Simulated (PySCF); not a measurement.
C4H5Si, doublet, geometry from GFN2-xTB; PBE0/6-31G run with PySCF.

PySCF was given this input:
```python
from pyscf import gto, scf, dft

mol = gto.Mole()
mol.atom = '''
    C    -0.997108    1.090205   -0.357469
    C     0.280088    1.341219   -0.243149
    Si    1.123122   -0.341860    0.217852
    C    -0.580437   -1.155179    0.165158
    C    -1.511515   -0.238272   -0.147554
    H     0.773235    2.284809   -0.375574
    H     1.725285   -0.298663    1.548629
    H     2.035660   -0.794672   -0.829844
    H    -0.836088   -2.188114    0.347207
    H    -2.567972   -0.445164   -0.242269
'''
mol.basis = '6-31g'
mol.charge = 0
mol.spin = 1
mol.verbose = 4
mol.build()

mf = dft.UKS(mol)
mf.xc = 'pbe0'
mf.kernel()
```

Problem. Write the output that PySCF gives for this input, abridged.

Solution. 
```
PySCF version 2.14.0

[INPUT] verbose = 4
[INPUT] num. atoms = 10
[INPUT] num. electrons = 43
[INPUT] charge = 0
[INPUT] spin (= nelec alpha-beta = 2S) = 1
[INPUT] symmetry False subgroup None
[INPUT] Mole.unit = angstrom
[INPUT] Symbol           X                Y                Z      unit          X                Y                Z       unit  Magmom
[INPUT]  1 C     -0.997108000000   1.090205000000  -0.357469000000 AA   -1.884261036613   2.060188869631  -0.675518508022 Bohr   0.0
[INPUT]  2 C      0.280088000000   1.341219000000  -0.243149000000 AA    0.529289610777   2.534536583063  -0.459485017462 Bohr   0.0
[INPUT]  3 Si     1.123122000000  -0.341860000000   0.217852000000 AA    2.122392984474  -0.646021772944   0.411680615689 Bohr   0.0
[INPUT]  4 C     -0.580437000000  -1.155179000000   0.165158000000 AA   -1.096866962564  -2.182971934849   0.312103387281 Bohr   0.0
[INPUT]  5 C     -1.511515000000  -0.238272000000  -0.147554000000 AA   -2.856349383172  -0.450268823152  -0.278836648584 Bohr   0.0
[INPUT]  6 H      0.773235000000   2.284809000000  -0.375574000000 AA    1.461202379928   4.317663256941  -0.709731999507 Bohr   0.0
[INPUT]  7 H      1.725285000000  -0.298663000000   1.548629000000 AA    3.260316136820  -0.564391273541   2.926484678559 Bohr   0.0
[INPUT]  8 H      2.035660000000  -0.794672000000  -0.829844000000 AA    3.846839882732  -1.501712438860  -1.568177886114 Bohr   0.0
[INPUT]  9 H     -0.836088000000  -2.188114000000   0.347207000000 AA   -1.579977336035  -4.134936189327   0.656126138532 Bohr   0.0
[INPUT] 10 H     -2.567972000000  -0.445164000000  -0.242269000000 AA   -4.852763775552  -0.841238040516  -0.457822058472 Bohr   0.0

nuclear repulsion = 191.717919845885
number of shells = 37
number of NR pGTOs = 154
number of NR cGTOs = 59
basis = 6-31g
ecp = {}

******** <class 'pyscf.dft.uks.UKS'> ********
method = UKS
initial guess = minao
damping factor = 0
level_shift factor = 0
DIIS = <class 'pyscf.scf.diis.CDIIS'>
diis_start_cycle = 1
diis_space = 8
diis_damp = 0
SCF conv_tol = 1e-09
SCF conv_tol_grad = None
SCF max_cycles = 50
direct_scf = True
direct_scf_tol = 1e-13
number electrons alpha = 22  beta = 21
XC library pyscf.dft.libxc version 7.1.2
    S. Lehtola, C. Steigemann, M. J. T. Oliveira, and M. A. L. Marques,  SoftwareX 7, 1–5 (2018)
XC functionals = pbe0
    C. Adamo and V. Barone,  J. Chem. Phys. 110, 6158 (1999)
    M. Ernzerhof and G. E. Scuseria,  J. Chem. Phys. 110, 5029 (1999)
radial grids:
    Treutler-Ahlrichs [JCP 102, 346 (1995); DOI:10.1063/1.469408] (M4) radial grids

becke partition: Becke, JCP 88, 2547 (1988); DOI:10.1063/1.454033
pruning grids: <function nwchem_prune>
grids dens level: 3
symmetrized grids: False
atomic radii adjust function: <function treutler_atomic_radii_adjust>
small_rho_cutoff = 0
Set gradient conv threshold to 3.16228e-05
tot grids = 124696
init E= -445.077414851787

cycle= 1 E= -444.358554226361  delta_E= 0.719  |g|= 0.221  |ddm|= 2.23
cycle= 2 E= -444.362848805113  delta_E= -0.00429  |g|= 0.223  |ddm|= 0.587
cycle= 3 E= -444.394332625975  delta_E= -0.0315  |g|= 0.021  |ddm|= 0.323
cycle= 4 E= -444.394595159953  delta_E= -0.000263  |g|= 0.0238  |ddm|= 0.0708
cycle= 5 E= -444.394984263719  delta_E= -0.000389  |g|= 0.0051  |ddm|= 0.0289
cycle= 6 E= -444.395069626407  delta_E= -8.54e-05  |g|= 0.00282  |ddm|= 0.0176
cycle= 7 E= -444.395113825318  delta_E= -4.42e-05  |g|= 0.00163  |ddm|= 0.0142
cycle= 8 E= -444.395138995342  delta_E= -2.52e-05  |g|= 0.000786  |ddm|= 0.0143
cycle= 9 E= -444.395145064301  delta_E= -6.07e-06  |g|= 0.000514  |ddm|= 0.00754
cycle= 10 E= -444.395146171605  delta_E= -1.11e-06  |g|= 0.000402  |ddm|= 0.00253
cycle= 11 E= -444.39514676155  delta_E= -5.9e-07  |g|= 0.000229  |ddm|= 0.00219
cycle= 12 E= -444.395146887664  delta_E= -1.26e-07  |g|= 0.000113  |ddm|= 0.00101
cycle= 13 E= -444.395146908524  delta_E= -2.09e-08  |g|= 4.61e-05  |ddm|= 0.00047
cycle= 14 E= -444.395146909078  delta_E= -5.54e-10  |g|= 4.05e-05  |ddm|= 8.31e-05
cycle= 15 E= -444.395146910052  delta_E= -9.74e-10  |g|= 8.92e-06  |ddm|= 5.95e-05
Extra cycle  E= -444.395146910035  delta_E= 1.66e-11  |g|= 1.26e-05  |ddm|= 2.76e-05
converged SCF energy = -444.395146910035  <S^2> = 0.77059879  2S+1 = 2.0204938
```
